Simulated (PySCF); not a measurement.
**Core-level binding energies of `CC#C[C@@H]1C[Si@H]1N(C)C`**

Species: C7H13NSi.
SMILES with atom numbers: `[CH3:1][C:2]#[C:3][C@@H:4]1[CH2:5][Si@H:6]1[N:7]([CH3:8])[CH3:9]`

Structure used (PBE0-D3(BJ)/def2-SVP), in Å, numbered top down from 1:
```
atom  x, y, z in Å
C1     4.6055    0.9031    0.2447
C2     3.2601    0.3543    0.3039
C3     2.1375   -0.1090    0.3642
C4     0.8052   -0.6367    0.3873
C5     0.3297   -1.5090   -0.8263
Si6   -0.5612    0.0930   -0.6830
N7    -2.2265    0.1458   -0.2457
C8    -2.8239    1.3780    0.2068
C9    -3.0296   -1.0267   -0.0136
H10    4.7949    1.5857    1.0887
H11    4.7632    1.4764   -0.6831
H12    5.3721    0.1120    0.2793
H13    0.4914   -1.0355    1.3618
H14   -0.1532   -2.4549   -0.5547
H15    1.0744   -1.6401   -1.6190
H16   -0.1727    1.2482   -1.5267
H17   -2.1967    2.2404   -0.0678
H18   -3.8158    1.5292   -0.2581
H19   -2.9639    1.4056    1.3058
H20   -4.0197   -0.9247   -0.4964
H21   -2.5462   -1.9189   -0.4356
H22   -3.2079   -1.2145    1.0641
```

Computed, not measured: delta-SCF UKS SCAN, pcX-2 on the ionised atom, pcseg-1 elsewhere, spin-free X2C (PySCF 2.14.0). Binding energies are ΔSCF values: E(core-ionised, relaxed orbitals) − E(ground state) at a fixed geometry, referred to the vacuum level.

**Question.** List the computed XPS lines with their assignment.

**Answer.** 
```csv
atom(s),environment,level,binding energy (eV),2p1/2 (eV),above the level's lowest (eV),count
C1,propargylic carbon,C 1s,291.05,–,+1.95,1
C2,alkyne carbon,C 1s,289.10,–,0.00,1
C3,alkyne carbon,C 1s,289.40,–,+0.30,1
C4,sp3 carbon bound to silicon,C 1s,290.01,–,+0.91,1
C5,sp3 carbon bound to silicon,C 1s,289.70,–,+0.60,1
Si6,SiH silicon,Si 2p3/2,106.27,106.90,0.00,1
Si6,SiH silicon,Si 1s,1846.11,–,0.00,1
N7,silicon-bound nitrogen,N 1s,404.34,–,0.00,1
C8/C9,N-methyl carbon,C 1s,291.56,–,+2.46,2
```

The listed C 1s values span 2.46 eV, from C2 (bonded to C (triple bond) and C) to C8/C9 (bonded to N and 3 H). The widest gap between neighbouring values is 1.04 eV, between 290.01 and 291.05 eV. Summing the Pauling electronegativity differences to the bonded atoms, each weighted by its formal bond order, gives 0.00 for the lowest site and -0.56 for the highest; the largest sum, 0.00, belongs to C3, 2.16 eV below the top. The smallest sum, -1.35, belongs to C5, 0.60 eV above the lowest.

**Question.** Express the binding energy of C 1s of C1 in atomic units and per mole.

**Answer.** 291.05 eV = 10.6959 Eh = 28082 kJ/mol.

One atom of each set of topologically equivalent atoms was ionised and stands for the set; in this conformer not all members are related by symmetry, and their own values weren't computed. Spin–orbit and ligand-field terms were added within each 2p shell after the spin-free SCF. 2p1/2 minus 2p3/2 (ligand field included): Si 0.62 eV. One conformer (not necessarily the lowest) at the PBE0-D3(BJ)/def2-SVP geometry, without solvent, vibrations or thermal averaging.
